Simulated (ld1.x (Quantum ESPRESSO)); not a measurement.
# Pt (Z = 78): variants of one PAW potential

Base potential:

- Element: platinum (Pt)
- Generator: ld1.x (Quantum ESPRESSO) 7.5
- Type: PAW
- Functional: PBE
- Relativity: scalar-relativistic
- Frozen core: [Xe] 4f14
- Valence charge: 10
- Reference configuration: 5d9 6s0 6p0 (charge +1)
- Partial waves: 6s (bound, empty): rcut 1.85, rcutus 2.25 bohr; 6s channel at 1.55 Ry: rcut 1.85, rcutus 2.25 bohr; 6p (bound, empty): rcut 3.20, rcutus 3.60 bohr; 6p channel at 1.1 Ry: rcut 3.20, rcutus 3.60 bohr; 5d (bound): rcut 1.65, rcutus 2.30 bohr; 5d channel at 0.8 Ry: rcut 1.65, rcutus 2.30 bohr
- Local potential: all-electron potential smoothed inside 2.05 bohr (lloc = -1)
- Core correction: a·sin(br)/r model core, default radius (ld1.x builds one for every PAW set, though the input has nlcc=.false.)
- Augmentation charge: BESSEL, radius 1.50 bohr

Cutoffs, loose and tight: the cutoffs (Ry, on a coarse ladder) from which the occupation-weighted sum of valence levels, in a spherical-Bessel basis at the reference potential, stays within 10 and 1 mRy of its value at 400 Ry. They do not see the model core or the augmentation charge, which bear on the density cutoff. Test errors are all-electron minus pseudo excitation energies from the reference, over the configurations 5d9 6s1 6p0; 5d8 6s0 6p0; 5d7 6s0 6p0; 5d6 6s0 6p0; 5d8 6s1 6p0; 5d10 6s0 6p0; 5d9 6s0 6p1. A dash means not determined; rows that change the core or the reference have their own tests. The largest error is taken over the tests solved by every variant that gives reliable tests at all: 5d10 6s0 6p0; 5d8 6s0 6p0; 5d9 6s0 6p1.

A true bound ghost makes a file unfit for plane-wave use even where its test errors are small: the radial tests pick states by their node count and pass the ghost by. Where a test does run into it, the solver fails or the error is huge.

Cutoffs are not given where the Bessel-basis levels miss the radial ones by over 6 mRy, ghosts where they miss by over 20 mRy; a channel whose overlap is not positive is not tested.

The default core radius of the base comes out at 1.08 bohr.

A file whose overlap is not positive is unfit for use, and its test errors describe a broken file.

```tsv
change	outcome	cutoff, loose	cutoff, tight	bound ghosts	largest test error (meV)
base	generated	18 Ry	35 Ry	none	-44
all radii but the core radius scaled by about 1.26 (s 2.84, p 4.54, d 2.90 bohr, rcut 2.34/4.04/2.08); local potential all-electron potential smoothed inside 2.58 bohr (lloc = -1); augmentation BESSEL, radius 1.90 bohr	generated	12 Ry	21 Ry	none	-43
waves 6p (bound): rcut 3.20, rcutus 3.86 bohr; 6p channel at 1.1 Ry: rcut 3.20, rcutus 3.86 bohr	generated	18 Ry	35 Ry	none	-44
augmentation BESSEL, radius 1.65 bohr	generated	18 Ry	35 Ry	none	-44
core [Xe], valence charge 24; reference 4f14 5d9 6s0.5 6p0; waves now 6s (bound): rcut 1.65, rcutus 2.25 bohr; 6s channel at 1.55 Ry: rcut 1.65, rcutus 2.25 bohr; 6p (bound): rcut 2.50, rcutus 3.45 bohr; 6p channel at 1.1 Ry: rcut 2.50, rcutus 3.45 bohr; 5d (bound): rcut 1.20, rcutus 1.60 bohr; 5d channel at 0.8 Ry: rcut 1.20, rcutus 1.60 bohr; 4f (bound): rcut 0.40, rcutus 0.55 bohr; 4f channel at -4.25 Ry: rcut 0.40, rcutus 0.55 bohr; local potential all-electron potential smoothed inside 2.35 bohr (lloc = -1); augmentation BESSEL, radius 0.35 bohr	generated	–	–	not determined	-3329
non-relativistic	generated, overlap not positive	–	–	not determined (overlap not positive)	-64
waves 6s (bound): rcut 1.85, rcutus 3.02 bohr; 6s channel at 1.55 Ry: rcut 1.85, rcutus 3.02 bohr	generated	18 Ry	35 Ry	s	-44
core correction a·sin(br)/r model core inside 1.98 bohr	generated	18 Ry	35 Ry	none	-41
local potential all-electron potential smoothed inside 3.50 bohr (lloc = -1)	generated	18 Ry	35 Ry	none	-44
local potential all-electron potential smoothed inside 2.12 bohr (lloc = -1)	generated	18 Ry	35 Ry	none	-44
```

(1) What comes out with this change to the base: wave 5d channel at 0.8 Ry: rcut 1.65, rcutus 2.30 bohr becomes 5d channel at -0.93 Ry: rcut 1.65, rcutus 2.30 bohr?

Answers

(1) outcome: generated; cutoff, loose: 21 Ry; cutoff, tight: 35 Ry; bound ghosts: none; largest test error (meV): -63.
